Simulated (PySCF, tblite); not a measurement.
Species: C3H7FO2Si.
Geometry (GFN2-xTB, Å), atoms numbered from 1 in this order:
```
atom  x, y, z in Å
F1    -0.981    1.928    0.472
C2    -1.471    0.756   -0.032
C3    -1.165   -0.459    0.836
C4    -0.314   -0.903   -0.372
O5     1.016   -1.023   -0.162
Si6    2.114    0.194   -0.306
O7    -0.696    0.279   -1.093
H8    -2.512    0.958   -0.314
H9    -0.567   -0.224    1.712
H10   -2.009   -1.090    1.092
H11   -0.676   -1.800   -0.892
H12    2.175    0.673   -1.683
H13    1.816    1.297    0.607
H14    3.270   -0.586    0.112
```

Computed with CAM-B3LYP/def2-SVPD in PySCF (dipole) on a GFN2-xTB geometry, gas phase.

Masses are those of the commonest isotopes; rigid-rotor values at the optimised geometry. The values belong to one conformer with, in the numbering `[F:1][C@@H:2]1[CH2:3][C@H:4]([O:5][SiH3:6])[O:7]1`, C3–C4–O5–Si6 -87°.

Task: What are A, B and C (GHz)?

Result: Ia = 135.62, Ib = 298.17, Ic = 357.97 u·Å²; 505379 MHz·u·Å²/I gives 3726, 1695 and 1412 MHz, that is A = 3.7264, B = 1.6950, C = 1.4118 GHz.

Task: Classify the top.

Result: An asymmetric top: κ = (2 × 1695 − 3726 − 1412)/(3726 − 1412) = -0.76.

Task: Is it planar, by Δ = Ic − Ia − Ib?

Result: Not planar: Δ = Ic − Ia − Ib = -75.82 u·Å². For a rigid frame Δ = −2 Σ m c², so Σ m c² = 37.91 u·Å² lies off the ab plane: 8.06 from hydrogen and 29.85 from heavier atoms. The atom farthest from that plane is 1.77 Å away.

Task: Which types of transition are allowed, and where do some lines up to J = 2 fall?

Result: The dipole components are |μa| = 1.09 D, |μb| = 1.65 D, |μc| = 0.74 D. Intensities carry the squares of the components, which stand as 0.44 : 1.00 : 0.20 (a : b : c). Some lines, for components of 0.1 D or more:

| type | branch | J(Ka,Kc) | MHz | lower level (cm⁻¹) |
| --- | --- | --- | --- | --- |
| a | Q | 2(1,1) ← 2(1,2) | 849 | 0.369 |
| c | Q | 2(1,2) ← 2(0,2) | 1776 | 0.310 |
| c | Q | 1(1,1) ← 1(0,1) | 2031 | 0.104 |
| b | Q | 1(1,0) ← 1(0,1) | 2315 | 0.104 |
| b | Q | 2(1,1) ← 2(0,2) | 2625 | 0.310 |
| a | R | 1(0,1) ← 0(0,0) | 3107 | 0.000 |
| b | R | 2(0,2) ← 1(1,1) | 4154 | 0.171 |
| b | R | 1(1,1) ← 0(0,0) | 5138 | 0.000 |
| c | R | 1(1,0) ← 0(0,0) | 5421 | 0.000 |
| a | R | 2(1,2) ← 1(1,1) | 5930 | 0.171 |
| b | Q | 2(2,0) ← 2(1,1) | 6122 | 0.398 |
| a | R | 2(1,1) ← 1(1,0) | 6497 | 0.181 |
| b | R | 2(1,2) ← 1(0,1) | 7962 | 0.104 |
| c | R | 2(1,1) ← 1(0,1) | 8811 | 0.104 |
| b | R | 2(2,1) ← 1(1,0) | 12591 | 0.181 |
| c | R | 2(2,1) ← 1(1,1) | 12874 | 0.171 |
| b | R | 2(2,0) ← 1(1,1) | 12902 | 0.171 |

Its GFN2-xTB frequencies are all real (lowest 48 cm⁻¹). Constants of a rigid frame at the computed geometry: no zero-point averaging, no centrifugal distortion. A rigid rotor knows nothing of internal rotation, which can split or shift real lines.
